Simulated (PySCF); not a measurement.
I₂In, charge +1, singlet, geometry from GFN2-xTB (such geometries of metal compounds can be far from the true shape) (core potentials on I, In), with bond 2-1 at 1.3 times its length; B3LYP/def2-SVP (PySCF).

Here is a job for PySCF.
```python
from pyscf import gto, scf, dft

mol = gto.M(
    atom='''
In    0.000000    0.000000    0.000000
I     0.000000    0.000000   -3.534110
I     0.000000    0.000000    2.718546
''',
    basis='def2-svp',
    ecp={'I': 'def2-svp', 'In': 'def2-svp'},
    charge=1,
    spin=0,
    verbose=4,
)

mf = dft.RKS(mol)
mf.xc = 'b3lyp'
mf.diis = False
mf.max_cycle = 100
mf.kernel()
```

Task: Predict the main parts of the log of this PySCF run.

Result: 
```
PySCF version 2.14.0

[INPUT] verbose = 4
[INPUT] num. atoms = 3
[INPUT] num. electrons = 70
[INPUT] charge = 1
[INPUT] spin (= nelec alpha-beta = 2S) = 0
[INPUT] symmetry False subgroup None
[INPUT] Mole.unit = angstrom
[INPUT] Symbol           X                Y                Z      unit          X                Y                Z       unit  Magmom
[...]
nuclear repulsion = 233.699321443844
number of shells = 30
number of NR pGTOs = 183
number of NR cGTOs = 78
basis = def2-svp
ecp = {'I': 'def2-svp', 'In': 'def2-svp'}

******** <class 'pyscf.dft.rks.RKS'> ********
method = RKS
initial guess = minao
damping factor = 0
level_shift factor = 0
DIIS disabled
SCF conv_tol = 1e-09
SCF conv_tol_grad = None
SCF max_cycles = 100
direct_scf = True
direct_scf_tol = 1e-13
XC library pyscf.dft.libxc version 7.1.2
    S. Lehtola, C. Steigemann, M. J. T. Oliveira, and M. A. L. Marques,  SoftwareX 7, 1–5 (2018)
XC functionals = b3lyp
    P. J. Stephens, F. J. Devlin, C. F. Chabalowski, and M. J. Frisch,  J. Phys. Chem. 98, 11623 (1994)
radial grids:
    Treutler-Ahlrichs [JCP 102, 346 (1995); DOI:10.1063/1.469408] (M4) radial grids

becke partition: Becke, JCP 88, 2547 (1988); DOI:10.1063/1.454033
pruning grids: <function nwchem_prune>
grids dens level: 3
symmetrized grids: False
atomic radii adjust function: <function treutler_atomic_radii_adjust>
small_rho_cutoff = 0
Set gradient conv threshold to 3.16228e-05
Initial guess from minao.
tot grids = 65792
init E= -701.709554779752
[...]
cycle= 1 E= -782.45190492963  delta_E= -80.7  |g|= 4.22  |ddm|= 16.8
[...]
cycle= 2 E= -779.154480776269  delta_E=  3.3  |g|= 3.58  |ddm|= 10.9
[...]
cycle= 3 E= -693.083990580053  delta_E= 86.1  |g|=  5.9  |ddm|=   24

WARN: HOMO -2.10840943395196 == LUMO -2.10840943395195

cycle= 4 E= -467.082960348517  delta_E=  226  |g|= 9.78  |ddm|= 40.7
[...]
cycle= 5 E= -320.91490395728  delta_E=  146  |g|= 15.7  |ddm|= 58.8
[...]
cycle= 6 E= -437.374866100241  delta_E= -116  |g|= 21.1  |ddm|= 68.1
[...]
cycle= 7 E= -230.731917151473  delta_E=  207  |g|=   13  |ddm|= 69.5
[...]
cycle= 8 E= -422.710810000809  delta_E= -192  |g|= 31.5  |ddm|= 67.4
[...]
cycle= 9 E= -230.696195481986  delta_E=  192  |g|= 13.1  |ddm|= 67.4
[...]
cycle= 10 E= -422.711473717661  delta_E= -192  |g|= 31.5  |ddm|= 67.4
[...]
cycle= 11 E= -230.697026369063  delta_E=  192  |g|= 13.1  |ddm|= 67.4
[...]
cycle= 12 E= -422.71029046788  delta_E= -192  |g|= 31.5  |ddm|= 67.4
[...]
[...]
[...]
cycle= 69 E= -230.697051024344  delta_E=  192  |g|= 13.1  |ddm|= 67.4
[...]
cycle= 70 E= -422.710266402323  delta_E= -192  |g|= 31.5  |ddm|= 67.4
[...]
cycle= 71 E= -230.697051024334  delta_E=  192  |g|= 13.1  |ddm|= 67.4
[...]
cycle= 72 E= -422.710266402323  delta_E= -192  |g|= 31.5  |ddm|= 67.4
[...]
cycle= 73 E= -230.69705102434  delta_E=  192  |g|= 13.1  |ddm|= 67.4
[...]
cycle= 74 E= -422.710266402322  delta_E= -192  |g|= 31.5  |ddm|= 67.4
[...]
cycle= 75 E= -230.697051024327  delta_E=  192  |g|= 13.1  |ddm|= 67.4
[...]
cycle= 76 E= -422.710266402323  delta_E= -192  |g|= 31.5  |ddm|= 67.4
[...]
cycle= 77 E= -230.697051024335  delta_E=  192  |g|= 13.1  |ddm|= 67.4
[...]
cycle= 78 E= -422.710266402323  delta_E= -192  |g|= 31.5  |ddm|= 67.4
[...]
cycle= 79 E= -230.697051024337  delta_E=  192  |g|= 13.1  |ddm|= 67.4
[...]
cycle= 80 E= -422.710266402323  delta_E= -192  |g|= 31.5  |ddm|= 67.4
[...]
cycle= 81 E= -230.697051024336  delta_E=  192  |g|= 13.1  |ddm|= 67.4
[...]
cycle= 82 E= -422.710266402323  delta_E= -192  |g|= 31.5  |ddm|= 67.4
[...]
cycle= 83 E= -230.697051024342  delta_E=  192  |g|= 13.1  |ddm|= 67.4
[...]
cycle= 84 E= -422.710266402323  delta_E= -192  |g|= 31.5  |ddm|= 67.4
[...]
cycle= 85 E= -230.697051024341  delta_E=  192  |g|= 13.1  |ddm|= 67.4
[...]
cycle= 86 E= -422.710266402323  delta_E= -192  |g|= 31.5  |ddm|= 67.4
[...]
cycle= 87 E= -230.697051024342  delta_E=  192  |g|= 13.1  |ddm|= 67.4
[...]
cycle= 88 E= -422.710266402322  delta_E= -192  |g|= 31.5  |ddm|= 67.4
[...]
cycle= 89 E= -230.697051024339  delta_E=  192  |g|= 13.1  |ddm|= 67.4
[...]
cycle= 90 E= -422.710266402323  delta_E= -192  |g|= 31.5  |ddm|= 67.4
[...]
cycle= 91 E= -230.697051024337  delta_E=  192  |g|= 13.1  |ddm|= 67.4
[...]
cycle= 92 E= -422.710266402323  delta_E= -192  |g|= 31.5  |ddm|= 67.4
[...]
cycle= 93 E= -230.697051024337  delta_E=  192  |g|= 13.1  |ddm|= 67.4
[...]
cycle= 94 E= -422.710266402322  delta_E= -192  |g|= 31.5  |ddm|= 67.4
[...]
cycle= 95 E= -230.697051024331  delta_E=  192  |g|= 13.1  |ddm|= 67.4
[...]
cycle= 96 E= -422.710266402323  delta_E= -192  |g|= 31.5  |ddm|= 67.4
[...]
cycle= 97 E= -230.697051024334  delta_E=  192  |g|= 13.1  |ddm|= 67.4
[...]
cycle= 98 E= -422.710266402323  delta_E= -192  |g|= 31.5  |ddm|= 67.4
[...]
cycle= 99 E= -230.697051024334  delta_E=  192  |g|= 13.1  |ddm|= 67.4
[...]
cycle= 100 E= -422.710266402322  delta_E= -192  |g|= 31.5  |ddm|= 67.4
SCF not converged.
SCF energy = -422.710266402322
```

The run did not converge; its last values are not results.
